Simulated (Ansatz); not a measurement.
Geometry optimisation, DFT PBE-D3(BJ), scalar-relativistic, plane waves, PAW (Ansatz).

Input file:

```yaml
accuracy: low
crystal:
  lattice:
    - [8.381516, 0.0, 0.0]
    - [0.0, 8.381516, 0.0]
    - [0.0, 0.0, 8.381516]
  atoms:
    - { symbol: C, position: [0.3452301, 0.9525044, 0.1401638] }
    - { symbol: Cl, position: [0.4480364, 0.8123602, 0.261645] }
    - { symbol: H, position: [0.2425534, 0.9975936, 0.2055778] }
    - { symbol: H, position: [0.4257594, 1.0501033, 0.1111121] }
    - { symbol: H, position: [0.306141, 0.8932931, 0.0314413] }
    - { symbol: C, position: [0.6449728, 0.3364631, 0.4393106] }
    - { symbol: Cl, position: [0.4641054, 0.3625584, 0.5468896] }
    - { symbol: H, position: [0.7365292, 0.411983, 0.491929] }
    - { symbol: H, position: [0.6806333, 0.2118392, 0.4465024] }
    - { symbol: H, position: [0.6254894, 0.3700235, 0.3154211] }
    - { symbol: C, position: [0.1192445, 0.8460274, 0.5958059] }
    - { symbol: Cl, position: [0.1185795, 0.956723, 0.776674] }
    - { symbol: H, position: [0.1499432, 0.9255497, 0.497886] }
    - { symbol: H, position: [0.2071004, 0.7508884, 0.604993] }
    - { symbol: H, position: [0.0010858, 0.7957084, 0.5768047] }
    - { symbol: C, position: [0.7815632, 0.894075, 0.0805554] }
    - { symbol: Cl, position: [0.8944276, 0.8413123, 0.2521506] }
    - { symbol: H, position: [0.8593222, 0.9545058, -0.0040388] }
    - { symbol: H, position: [0.7331906, 0.7860886, 0.0271369] }
    - { symbol: H, position: [0.6849491, 0.9730589, 0.1163574] }
    - { symbol: C, position: [0.0210458, 0.3541634, 0.9878956] }
    - { symbol: Cl, position: [-0.1587352, 0.4658156, 0.9744884] }
    - { symbol: H, position: [0.0224724, 0.2900505, 1.1007762] }
    - { symbol: H, position: [0.0259145, 0.2701658, 0.8890259] }
    - { symbol: H, position: [0.1218371, 0.4357681, 0.9818708] }
    - { symbol: C, position: [0.5419618, 0.9604827, 0.7653637] }
    - { symbol: Cl, position: [0.6017852, 1.1303779, 0.8772743] }
    - { symbol: H, position: [0.4149568, 0.9406614, 0.7835675] }
    - { symbol: H, position: [0.5659576, 0.9822881, 0.6396528] }
    - { symbol: H, position: [0.6093371, 0.8573006, 0.8062114] }
    - { symbol: C, position: [0.0994536, 0.3721755, 0.4123218] }
    - { symbol: Cl, position: [0.0815155, 0.3912965, 0.6227495] }
    - { symbol: H, position: [0.0951009, 0.4903664, 0.358782] }
    - { symbol: H, position: [0.2127241, 0.3150483, 0.3847397] }
    - { symbol: H, position: [0.0012206, 0.2997225, 0.3681024] }
    - { symbol: C, position: [0.3850591, 0.3509527, 0.1215107] }
    - { symbol: Cl, position: [0.357562, 0.4746737, -0.0485017] }
    - { symbol: H, position: [0.3011365, 0.2520735, 0.1156431] }
    - { symbol: H, position: [0.5068288, 0.3059343, 0.1215707] }
    - { symbol: H, position: [0.3635908, 0.4211557, 0.2285862] }
basis:
  ecutwfc: 420.0
kpoints:
  mp_grid: { grid: [1, 1, 1] }
hamiltonian:
  xc: pbe
  dispersion: d3bj
scf:
  occupations: { method: fermi_dirac, width: 0.02 }
  lower_state_search: "off"
relax:
  f_tol: 0.3
  max_steps: 15
  adjacent_minimum: "off"
output:
  write_density: true
  write_potential: true
  elf: true
  volumetric_format: npy
```

Launched with:

```bash
$ ansatz run input.yaml --threads 1 --pin off --max-ram 3072MiB --backend cpu --events-out ev --progress --plain --runs-dir out
```

Question: Where does it end, and by what steps?

Answer: The forces met the threshold. The threshold is loose, so the end isn't yet a minimum. The force dipped under the threshold on the way, but the program's further checks kept it going. Limits of this set-up: coarse k mesh, low accuracy level. After 2 steps the energy has fallen by 0.733 eV; Cl37 moved furthest, 0.38 Å.

```json
{"step": "0", "energy less start (eV)": "0.0000", "largest force component (eV/Å)": "1.175", "accepted": "yes"}
{"step": "1", "energy less start (eV)": "-0.4215", "largest force component (eV/Å)": "0.278", "accepted": "yes"}
{"step": "2", "energy less start (eV)": "-0.7325", "largest force component (eV/Å)": "0.289", "accepted": "yes"}
```

```xyz
40
Lattice="8.3815 0.0000 0.0000 0.0000 8.3815 0.0000 0.0000 0.0000 8.3815" Properties=species:S:1:pos:R:3
C 2.849 7.869 1.241
Cl 3.627 6.721 2.372
H 1.971 8.301 1.740
H 3.573 8.646 0.971
H 2.539 7.337 0.337
C 5.512 2.864 3.700
Cl 3.920 3.175 4.459
H 6.270 3.454 4.233
H 5.731 1.790 3.779
H 5.456 3.174 2.649
C 0.994 7.068 5.007
Cl 0.903 8.026 6.514
H 1.267 7.743 4.190
H 1.743 6.278 5.125
H 0.004 6.632 4.838
C 6.642 7.466 0.733
Cl 7.622 7.061 2.168
H 7.273 7.966 -0.008
H 6.221 6.541 0.324
H 5.840 8.129 1.054
C 0.020 2.979 8.327
Cl -1.535 3.861 8.251
H 0.089 2.441 9.281
H 0.085 2.272 7.491
H 0.839 3.707 8.235
C 4.581 7.985 6.324
Cl 5.194 9.483 7.104
H 3.510 7.893 6.539
H 4.744 8.124 5.251
H 5.128 7.110 6.694
C 0.710 3.107 3.401
Cl 0.518 3.339 5.156
H 0.710 4.091 2.917
H 1.672 2.604 3.251
H -0.122 2.488 3.054
C 3.310 3.087 0.966
Cl 3.314 4.179 -0.465
H 2.528 2.318 0.871
H 4.293 2.601 0.967
H 3.157 3.676 1.875
```

Run time: 15 s on 1 thread of Intel(R) Xeon(R) Platinum 8259CL CPU @ 2.50GHz (Skylake/Cascade Lake), with other jobs on the host, peak memory 0.6 GiB.
